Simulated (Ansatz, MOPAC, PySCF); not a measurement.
Dimer: NH3 (SMILES N) (first 4 atoms) with C3H6 (SMILES C=CC); geometry from B3LYP-D3(BJ)/def2-TZVP, rigid monomers moved along the line of their centres of mass till H4···C6 is 3.66 Å.
(charge 0, multiplicity 1):
```xyz
13

N     -0.2111    -0.2086     0.5372
H     -0.7118    -0.8550    -0.0620
H      0.7385    -0.1483     0.1871
H     -0.1655    -0.6235     1.4625
C      0.1564    -0.8653     5.2781
C     -0.4884     0.2620     5.0002
C      0.1564     1.5767     4.7007
H      1.2397    -0.9023     5.3201
H     -0.3725    -1.7878     5.4813
H     -1.5749     0.2484     4.9702
H     -0.1921     2.3488     5.3923
H      1.2432     1.5144     4.7752
H     -0.1040     1.9059     3.6913
```

Interaction energies are E(AB) − E(A) − E(B) at the monomers' geometry in the complex; basis-set methods are counterpoise corrected. Rows marked so take none.

Rows in 6-31G* carry no dispersion term and start afresh at each structure (6-31G* with six Cartesian d functions). The state that AM1 reach isn't checked.

Codes used: Ansatz (a first-principles code) with Gaussian orbitals; MOPAC for AM1 (differences of heats of formation); PySCF for 6-31G* rows. Values without a source in brackets are computed.

Q: One of these levels gives -0.87 kcal/mol for the interaction energy. Which?
A) HF/aug-cc-pVDZ
B) HF/6-31G* (no counterpoise)
C) AM1

A: B, HF/6-31G* (no counterpoise). The others give -0.10 (AM1), -0.56 (HF/aug-cc-pVDZ)
